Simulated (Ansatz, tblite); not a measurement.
Removing and adding an electron: BMe3 (C3H9B). The state is a singlet with charge 0. Geometry: r2SCAN-D4/def2-SVP. Ansatz, gas phase; energy differences of separate SCF runs; the oxidised species was run as a doublet alone; the reduced species was run as a doublet alone.

```xyz
13

B    -0.002    0.003   -0.001
C     0.599   -0.060   -1.456
H     1.635   -0.446   -1.406
H     0.706    0.964   -1.860
H     0.037   -0.667   -2.182
C     0.718    0.853    1.113
H     0.972    0.198    1.968
H     0.010    1.591    1.533
H     1.631    1.383    0.798
C    -1.320   -0.790    0.342
H    -1.674   -0.706    1.381
H    -1.180   -1.861    0.104
H    -2.133   -0.462   -0.333
```

The xTB rows come from tblite.

```json
{"level": "GFN1-xTB", "−HOMO (eV)": "12.17", "vertical IE (eV)": "15.24", "−LUMO (eV)": "6.79", "vertical EA (eV)": "3.29", "HOMO–LUMO gap (eV)": "5.38", "IE − EA (eV)": "11.95", "remarks": "–"}
{"level": "GFN2-xTB", "−HOMO (eV)": "10.82", "vertical IE (eV)": "13.84", "−LUMO (eV)": "5.84", "vertical EA (eV)": "1.94", "HOMO–LUMO gap (eV)": "4.98", "IE − EA (eV)": "11.90", "remarks": "–"}
{"level": "PBE-D4/def2-TZVPD", "−HOMO (eV)": "7.13", "vertical IE (eV)": "–", "−LUMO (eV)": "1.24", "vertical EA (eV)": "-0.60", "HOMO–LUMO gap (eV)": "5.89", "IE − EA (eV)": "–", "remarks": "HOMO above zero (-1 doublet)"}
{"level": "r2SCAN-D4/def2-TZVP", "−HOMO (eV)": "7.39", "vertical IE (eV)": "10.40", "−LUMO (eV)": "0.77", "vertical EA (eV)": "–", "HOMO–LUMO gap (eV)": "6.62", "IE − EA (eV)": "–", "remarks": "–"}
{"level": "r2SCAN-D4/def2-TZVPD", "−HOMO (eV)": "7.40", "vertical IE (eV)": "–", "−LUMO (eV)": "0.79", "vertical EA (eV)": "-0.79", "HOMO–LUMO gap (eV)": "6.61", "IE − EA (eV)": "–", "remarks": "HOMO above zero (-1 doublet)"}
{"level": "PBE0-D4/def2-TZVP", "−HOMO (eV)": "8.50", "vertical IE (eV)": "10.62", "−LUMO (eV)": "0.17", "vertical EA (eV)": "–", "HOMO–LUMO gap (eV)": "8.33", "IE − EA (eV)": "–", "remarks": "–"}
{"level": "PBE0-D4/def2-TZVPD", "−HOMO (eV)": "8.51", "vertical IE (eV)": "–", "−LUMO (eV)": "0.20", "vertical EA (eV)": "-0.73", "HOMO–LUMO gap (eV)": "8.31", "IE − EA (eV)": "–", "remarks": "HOMO above zero (-1 doublet)"}
```

Run but left out: PBE-D4/def2-TZVP (charge +1 doublet: an occupied level 0.05 eV above an empty one).   A HOMO above zero means that the electron is unbound at that level or that self-interaction error raises the level; the energy of removing that electron tells which. Raw xTB energy differences between charge states are shifted by several eV; the methods need an empirical correction for them. A negative affinity means that the extra electron isn't bound; its size then hangs on the basis.
